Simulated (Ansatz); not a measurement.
Consider the homolysis of the Cl–Ge bond: `[Cl][GeH2][SeH]` → Cl• + `[GeH2][SeH]`•.

Calculated with Ansatz (gas phase, PBE0-D4/def2-TZVP geometries, no zero-point term in ΔE). CCSD(T)/CBS adds triple-zeta CCSD(T) − MP2 to the extrapolated MP2 energy (def2 sets, frozen cores). This one scheme is used for every species, atoms too. Functionals use def2-TZVPP. No spin–orbit coupling; open shells (•) take unrestricted orbitals. Spin–orbit coupling would lower the free atoms: a little for Cl. Bonds to Ge, Se are less sure, by a few kJ/mol each and by 10 to 20 or more in all where they break to atoms, as the def2 sets lack core-valence functions. Scalar relativity is left out up to krypton. One conformer a species, not always the lowest.

What is ΔE at CCSD(T)/CBS? (An estimate is asked.)

Ansatz gave: +408.0 kJ/mol.

What do these levels give: PBE-D4, B97M-V, PBE-QIDH, HF/def2-SVP, CCSD(T)/def2-SVP, CCSD(T)/def2-TZVPP, HF/def2-QZVPP, MP2/def2-QZVPP, SCS-MP2/def2-QZVPP, CCSD/def2-QZVPP, CCSD(T)/def2-QZVPP, HF/CBS(def2)? (Estimate.)

Computed: PBE-D4 395.2, B97M-V 405.2, PBE-QIDH 404.3, HF/def2-SVP 290.1, CCSD(T)/def2-SVP 363.6, CCSD(T)/def2-TZVPP 392.4, HF/def2-QZVPP 296.1, MP2/def2-QZVPP 424.7, SCS-MP2/def2-QZVPP 414.2, CCSD/def2-QZVPP 391.3, CCSD(T)/def2-QZVPP 401.6, HF/CBS(def2) 296.1 kJ/mol.

Largest T1 diagnostic among the species: 0.013.

Leaving LDA and LC-ωPBE aside and taking each functional with its dispersion term where it has one, the values, not all of them listed here, spread over 33.1 kJ/mol, from BLYP-D4 to ωB97X-V. LDA lies +57.9 kJ/mol from PBE without D4, its usual overbinding. At CCSD(T), def2-SVP lies −44.3 kJ/mol from the extrapolated value and def2-TZVPP −15.6 kJ/mol: correlation converges slowly with the basis, and small sets miss more of it in the bonded molecule than in its fragments.
